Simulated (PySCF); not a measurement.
Isomers of C6H12N2OSi, mass 156.072 u with the commonest isotopes. The calculation used PBE0/pcSseg-1 in PySCF (dipole) on a GFN2-xTB geometry, gas phase. One conformer each, none proved a minimum here; rigid rotors.

Question: Order these by rotational constant A, smallest first.
A. `[CH3:1][NH:2][Si@@H:3]([CH3:4])/[CH:5]=[C:6](\[C:7]#[N:8])[O:9][CH3:10]` with C1–N2–Si3–C4 59°, N2–Si3–C5–C6 -59°, C5–C6–O9–C10 0°
B. `[CH3:1][C:2](=[O:3])[N:4]([SiH2:5][C:6]#[N:7])[CH:8]([CH3:9])[CH3:10]` with C1–C2–N4–Si5 180°, C2–N4–Si5–C6 69°, C2–N4–C8–C9 115°
C. `[CH3:1][CH2:2][CH2:3][N:4]([SiH2:5][C:6]#[N:7])[C:8]([CH3:9])=[O:10]` with C1–C2–C3–N4 180°, C2–C3–N4–Si5 -85°, C3–N4–Si5–C6 106°, C3–N4–C8–C9 5°
D. `[CH2:1]=[CH:2][Si@H:3]([OH:4])[N:5]([CH3:6])[CH2:7][CH2:8][C:9]#[N:10]` with C1–C2–Si3–O4 17°, C2–Si3–O4–H -63°, C2–Si3–N5–C6 172°, Si3–N5–C7–C8 -77°, N5–C7–C8–C9 -77°
E. `[CH3:1][C:2](=[O:3])[N:4]([CH3:5])[C@@H:6]1[CH:7]=[N:8][SiH2:9][CH2:10]1` with C1–C2–N4–C5 0°, C2–N4–C6–C7 -126°, N4–C6–C7–N8 -139°, C7–N8–Si9–C10 7°, N8–Si9–C10–C6 -13°, N4–C6–C10–Si9 140°

Answer: C (1372 MHz), B (1441 MHz), A (1738 MHz), D (2077 MHz), E (2695 MHz).

Question: Order these by out-of-plane moment Σ m c² = (Ia + Ib − Ic)/2, largest first.
A. `[CH3:1][C:2](=[O:3])[N:4]([SiH2:5][C:6]#[N:7])[CH:8]([CH3:9])[CH3:10]` with C1–C2–N4–Si5 180°, C2–N4–Si5–C6 69°, C2–N4–C8–C9 115°
B. `[CH2:1]=[CH:2][Si@H:3]([OH:4])[N:5]([CH3:6])[CH2:7][CH2:8][C:9]#[N:10]` with C1–C2–Si3–O4 17°, C2–Si3–O4–H -63°, C2–Si3–N5–C6 172°, Si3–N5–C7–C8 -77°, N5–C7–C8–C9 -77°
C. `[CH3:1][NH:2][Si@@H:3]([CH3:4])/[CH:5]=[C:6](\[C:7]#[N:8])[O:9][CH3:10]` with C1–N2–Si3–C4 59°, N2–Si3–C5–C6 -59°, C5–C6–O9–C10 0°
D. `[CH3:1][C:2](=[O:3])[N:4]([CH3:5])[C@@H:6]1[CH:7]=[N:8][SiH2:9][CH2:10]1` with C1–C2–N4–C5 0°, C2–N4–C6–C7 -126°, N4–C6–C7–N8 -139°, C7–N8–Si9–C10 7°, N8–Si9–C10–C6 -13°, N4–C6–C10–Si9 140°
E. `[CH3:1][CH2:2][CH2:3][N:4]([SiH2:5][C:6]#[N:7])[C:8]([CH3:9])=[O:10]` with C1–C2–C3–N4 180°, C2–C3–N4–Si5 -85°, C3–N4–Si5–C6 106°, C3–N4–C8–C9 5°
F. `Cc1nnc([Si](C)(C)C)o1`
G. `[CH3:1][NH:2][SiH2:3][CH2:4][CH2:5][c:6]1[n:7][cH:8][cH:9][o:10]1` with C1–N2–Si3–C4 55°, N2–Si3–C4–C5 151°, Si3–C4–C5–C6 55°, C4–C5–C6–N7 92°

Answer: C (111.48 u·Å²), A (101.83 u·Å²), E (99.20 u·Å²), F (85.31 u·Å²), D (74.68 u·Å²), G (61.81 u·Å²), B (48.95 u·Å²).

Question: Order these by dipole moment, largest first.
A. `[CH3:1][C:2](=[O:3])[N:4]([SiH2:5][C:6]#[N:7])[CH:8]([CH3:9])[CH3:10]` with C1–C2–N4–Si5 180°, C2–N4–Si5–C6 69°, C2–N4–C8–C9 115°
B. `[CH3:1][NH:2][SiH2:3][CH2:4][CH2:5][c:6]1[n:7][cH:8][cH:9][o:10]1` with C1–N2–Si3–C4 55°, N2–Si3–C4–C5 151°, Si3–C4–C5–C6 55°, C4–C5–C6–N7 92°
C. `[CH2:1]=[CH:2][Si@H:3]([OH:4])[N:5]([CH3:6])[CH2:7][CH2:8][C:9]#[N:10]` with C1–C2–Si3–O4 17°, C2–Si3–O4–H -63°, C2–Si3–N5–C6 172°, Si3–N5–C7–C8 -77°, N5–C7–C8–C9 -77°
D. `[CH3:1][C:2](=[O:3])[N:4]([CH3:5])[C@@H:6]1[CH:7]=[N:8][SiH2:9][CH2:10]1` with C1–C2–N4–C5 0°, C2–N4–C6–C7 -126°, N4–C6–C7–N8 -139°, C7–N8–Si9–C10 7°, N8–Si9–C10–C6 -13°, N4–C6–C10–Si9 140°
E. `[CH3:1][CH2:2][CH2:3][N:4]([SiH2:5][C:6]#[N:7])[C:8]([CH3:9])=[O:10]` with C1–C2–C3–N4 180°, C2–C3–N4–Si5 -85°, C3–N4–Si5–C6 106°, C3–N4–C8–C9 5°
F. `[CH3:1][NH:2][Si@@H:3]([CH3:4])/[CH:5]=[C:6](\[C:7]#[N:8])[O:9][CH3:10]` with C1–N2–Si3–C4 59°, N2–Si3–C5–C6 -59°, C5–C6–O9–C10 0°

Answer: A (6.70 D), E (6.37 D), C (4.44 D), D (3.60 D), F (3.45 D), B (1.61 D).

| SMILES | point group | Ia (u·Å²) | Ib (u·Å²) | Ic (u·Å²) | κ | μa (D) | μb (D) | μc (D) |
| --- | --- | --- | --- | --- | --- | --- | --- | --- |
| C=C[Si@H](O)N(C)CCC#N | C1 | 243.35 | 785.03 | 930.47 | -0.87 | 3.21 | 2.37 | 1.94 |
| CN[Si@@H](C)/C=C(\C#N)OC | C1 | 290.80 | 773.52 | 841.35 | -0.91 | 1.16 | 3.19 | 0.63 |
| CC(=O)N([SiH2]C#N)C(C)C | C1 | 350.59 | 550.81 | 697.76 | -0.46 | 6.69 | 0.08 | 0.49 |
| Cc1nnc([Si](C)(C)C)o1 | C1 | 238.82 | 748.54 | 816.74 | -0.92 | 0.80 | 3.40 | 0.02 |
| CC(=O)N(C)[C@@H]1C=N[SiH2]C1 | C1 | 187.55 | 787.79 | 825.98 | -0.97 | 0.74 | 2.74 | 2.21 |
| CCCN([SiH2]C#N)C(C)=O | C1 | 368.30 | 619.67 | 789.58 | -0.52 | 5.65 | 1.69 | 2.40 |
| CN[SiH2]CCc1ncco1 | C1 | 187.68 | 876.95 | 941.00 | -0.96 | 1.11 | 1.13 | 0.27 |
